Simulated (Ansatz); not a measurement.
Input (CCSDT(Q)/aug-cc-pV(T+d)Z; Ansatz, a program for electronic structure): A basis named .json is the Basis Set Exchange file of that set.

Ansatz 0.2 input:
```yaml
crystal:
  periodic: [false, false, false]
  atoms:
    - {symbol: C, position_ang: [-1.04781678, 0.10932316, -0.37262438]}
    - {symbol: Si, position_ang: [0.55917468, -0.05617443, 0.25288184]}
    - {symbol: H, position_ang: [-1.75364356, -0.72226433, -0.31024504]}
    - {symbol: H, position_ang: [-1.53931020, 1.08500379, -0.38271969]}
    - {symbol: H, position_ang: [1.75140889, -0.23223635, -0.61163467]}
basis:
  gaussian:
    orbitals: aug-cc-pV_T+d_Z.json
total_charge: 1
magnetization: {spin_polarized: false}
correlation: {method: ccsdt_q, electrons: outside_noble_gas}
```

Output:

```
Functional definition: HF
integrals: 0.81 GiB planned
1989 factors; integrals over basis functions are off by at most 1.6e-7 eV
mean field: 0.67 GiB planned
mean field evaluation 1: about -8920.2892 eV, gradient 5.7e1 eV
mean field evaluation 2: about -8920.2898 eV, gradient 5.7e1 eV
mean field evaluation 4: about -8929.9324 eV, gradient 4.8e0 eV
mean field evaluation 8: about -8930.2160 eV, gradient 4.9e-1 eV
mean field evaluation 16: about -8929.9318 eV, gradient 4.8e0 eV
mean field evaluation 32: about -8930.2189 eV, gradient 4.4e-6 eV
mean field -8930.21891338 eV, -328.1794919468 hartree, gradient 4.4e-6 eV, S^2 0.000000; 2 other end points of the search recorded, 0 dependent functions left out; unrestricted orbitals would lower it
6 core orbitals not correlated
reference -8930.21891338 eV, -328.1794919468 hartree; 5, 5 occupied and 159, 159 virtual orbitals, 1989 factors
second order -6.95290832 eV of doubles, -0.00000000 eV of singles
coupled cluster: 5.91 GiB planned
cycle   1  -7.41308708 eV  change   -4.6e-1 eV  update   1.2e-1
cycle   2  -7.90011086 eV  change   -4.9e-1 eV  update   6.7e-2
cycle   3  -8.38019816 eV  change   -4.8e-1 eV  update   4.1e-2
cycle   4  -8.29173765 eV  change    8.8e-2 eV  update   1.5e-2
cycle   5  -8.29059909 eV  change    1.1e-3 eV  update   9.0e-3
cycle   6  -8.31104039 eV  change   -2.0e-2 eV  update   2.9e-3
cycle   7  -8.30863867 eV  change    2.4e-3 eV  update   1.4e-3
cycle   8  -8.30707926 eV  change    1.6e-3 eV  update   5.6e-4
cycle   9  -8.30789689 eV  change   -8.2e-4 eV  update   3.0e-4
cycle  10  -8.30790656 eV  change   -9.7e-6 eV  update   1.4e-4
cycle  11  -8.30790072 eV  change    5.8e-6 eV  update   7.0e-5
cycle  12  -8.30796181 eV  change   -6.1e-5 eV  update   3.4e-5
cycle  13  -8.30798159 eV  change   -2.0e-5 eV  update   1.4e-5
cycle  14  -8.30799754 eV  change   -1.6e-5 eV  update   6.8e-6
cycle  15  -8.30800105 eV  change   -3.5e-6 eV  update   3.3e-6
cycle  16  -8.30799946 eV  change    1.6e-6 eV  update   1.5e-6
cycle  17  -8.30799700 eV  change    2.5e-6 eV  update   7.3e-7
cycle  18  -8.30799660 eV  change    4.0e-7 eV  update   3.6e-7
coupled cluster: 5.91 GiB planned
perturbative correction -0.03179323 eV, -0.0011683798 hartree
Total energy: -8938.55870321 eV, -328.4859735704 hartree
```

 The CCSD(T) runs of this state have a T1 diagnostic of up to 0.035. In a CCSD(T) run of this state the restricted determinant is unstable towards broken spin symmetry.

A triplet may lie lower; no result for it is given here.
